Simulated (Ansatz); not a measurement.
Gas-phase reaction in SMILES: CCC(C)CC → CC[C](C)CC + H atom (the C-H bond at the site shown breaks; other sites are not compared here)
Structures are relaxed separately at B3LYP-D3(BJ)/def2-TZVP in Ansatz (an electronic-structure program), one conformer each, not searched for the lowest.
Geometry of the first species:
```xyz
20

C      2.5388     0.0853    -0.5139
C      1.1010     0.4969    -0.8210
C      0.0332    -0.1998     0.0331
C      0.1805     0.1423     1.5166
C     -1.3673     0.1411    -0.4938
C     -2.5061    -0.6419     0.1547
H      2.8412     0.3744     0.4936
H      3.2360     0.5543    -1.2106
H      2.6624    -0.9974    -0.5997
H      0.9961     1.5813    -0.7011
H      0.8905     0.2870    -1.8741
H      0.1742    -1.2830    -0.0808
H      1.1646    -0.1313     1.8975
H     -0.5578    -0.3796     2.1258
H      0.0468     1.2165     1.6763
H     -1.3829    -0.0407    -1.5728
H     -1.5406     1.2156    -0.3649
H     -2.3419    -1.7188     0.0635
H     -2.6093    -0.4113     1.2159
H     -3.4600    -0.4109    -0.3231
```

Wanted: bond dissociation energy (electronic energy difference), in kJ/mol. Cores are frozen in the correlated levels unless marked. UHF or UKS for open shells. Spin-orbit coupling is left out. Non-relativistic unless marked X2C. CBS marks a two-point X^-3 extrapolation of the correlation energy; Hartree-Fock from the larger set. The bracket is a focal-point correction in the basis named.

```csv
level,program,bond dissociation energy (kJ/mol),minus last row
HF/6-31G,Ansatz,322.5,-117.8
HF/6-31G*,Ansatz,330.3,-110.0
HF/cc-pVQZ,Ansatz,329.3,-111.0
SVWN5/def2-TZVPD,Ansatz,459.3,19.0
revPBE-D3(BJ)/def2-TZVPD,Ansatz + dftd3,404.0,-36.3
revPBE-D4/def2-TZVPD,Ansatz + dftd4,405.6,-34.7
PBE0-D4/def2-TZVPD,Ansatz + dftd4,412.8,-27.5
BHLYP-D4/def2-TZVPD,Ansatz + dftd4,417.6,-22.7
HSE06/def2-TZVPD,Ansatz,412.2,-28.1
CAM-B3LYP-D3(BJ)/def2-TZVPD,Ansatz + dftd3,423.5,-16.8
wB97M-V/def2-TZVPD,Ansatz,432.6,-7.7
B2PLYP-D4/def2-TZVPD,Ansatz + dftd4,422.4,-17.9
B2PLYP/def2-TZVPD,Ansatz,421.7,-18.6
PBE-QIDH/def2-TZVPD,Ansatz,422.4,-17.9
RI-MP2/cc-pVTZ,Ansatz,435.9,-4.4
"RI-MP2/CBS(cc-pVTZ,cc-pVQZ)",Ansatz,442.2,1.9
SCS-MP2/cc-pVTZ,Ansatz,442.7,2.4
CCSD/STO-3G,Ansatz,490.8,50.5
CCSD(T)/cc-pVDZ,Ansatz,421.1,-19.2
X2C-CCSD(T)/cc-pVTZ-DK,Ansatz,434.0,-6.3
"RI-MP2/CBS(cc-pVTZ,cc-pVQZ)+[CCSD(T)-MP2]/cc-pVTZ",Ansatz,440.3,0.0
```
